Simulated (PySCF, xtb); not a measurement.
BHCl2, SMILES ClBCl.

GFN2-xTB (xtb 6.7.1) at its own geometry gives an orbital gap of 4.26 eV and a dipole moment of 0.99 D.

The structure is a stationary point at PBE0-D3(BJ)/def2-TZVP.

**Question.** What does CAM-B3LYP/def2-TZVPD (PySCF) give? (The exact figures need the calculation; the answer reports its results.)

**Answer.** gap 10.02 eV (levels -10.69 and -0.67 eV), dipole 0.53 D.
